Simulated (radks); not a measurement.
Results of a calculation; reference values are marked as such.
Valence configurations of Cd3+ (all share [Kr]). Code: a radial shooting solver on a logarithmic mesh with Libxc functionals. Model: Dirac Kohn-Sham, PBE, spin-unpolarised, spherical densities, finite nucleus; open shells fill j = l - 1/2 first; Fermi nuclear charge, rms radius 4.6087 fm. Energies are relative to 4d9; eigenvalues in eV.

[
 {"valence": "4d9", "E (eV)": "0.000", "e(4d3/2)": "-46.253", "e(4d5/2)": "-45.481", "e(5p1/2)": "-", "e(5p3/2)": "-", "e(5s1/2)": "-"},
 {"valence": "4d8.5 5p0.5", "E (eV)": "10.809", "e(4d3/2)": "-49.131", "e(4d5/2)": "-48.336", "e(5p1/2)": "-25.844", "e(5p3/2)": "-", "e(5s1/2)": "-"},
 {"valence": "4d8 5s1", "E (eV)": "14.529", "e(4d3/2)": "-50.940", "e(4d5/2)": "-50.126", "e(5p1/2)": "-", "e(5p3/2)": "-", "e(5s1/2)": "-34.262"},
 {"valence": "4d8 5p1", "E (eV)": "22.502", "e(4d3/2)": "-52.019", "e(4d5/2)": "-51.201", "e(5p1/2)": "-26.918", "e(5p3/2)": "-", "e(5s1/2)": "-"},
 {"valence": "4d7 5s2", "E (eV)": "31.765", "e(4d3/2)": "-55.743", "e(4d5/2)": "-54.886", "e(5p1/2)": "-", "e(5p3/2)": "-", "e(5s1/2)": "-36.259"},
 {"valence": "4d7 5s1.5 5p0.5", "E (eV)": "35.946", "e(4d3/2)": "-56.266", "e(4d5/2)": "-55.407", "e(5p1/2)": "-28.200", "e(5p3/2)": "-", "e(5s1/2)": "-36.578"},
 {"valence": "4d7 5s1 5p1", "E (eV)": "40.143", "e(4d3/2)": "-56.784", "e(4d5/2)": "-55.923", "e(5p1/2)": "-28.481", "e(5p3/2)": "-", "e(5s1/2)": "-36.893"},
 {"valence": "4d6.5 5s2 5p0.5", "E (eV)": "45.715", "e(4d3/2)": "-58.691", "e(4d5/2)": "-57.810", "e(5p1/2)": "-28.976", "e(5p3/2)": "-", "e(5s1/2)": "-37.555"},
 {"valence": "4d6 5s2 5p1", "E (eV)": "60.603", "e(4d3/2)": "-61.633", "e(4d5/2)": "-60.729", "e(5p1/2)": "-30.007", "e(5p3/2)": "-", "e(5s1/2)": "-38.819"},
 {"valence": "4d4.5 5s2 5p2.5", "E (eV)": "111.53", "e(4d3/2)": "-70.524", "e(4d5/2)": "-69.548", "e(5p1/2)": "-32.987", "e(5p3/2)": "-31.945", "e(5s1/2)": "-42.484"}
]

NIST lists [Kr] 4d9 as the ground configuration; this level of theory agrees among the configurations tried. The energies are those of spherical spin-averaged densities, not of single terms.
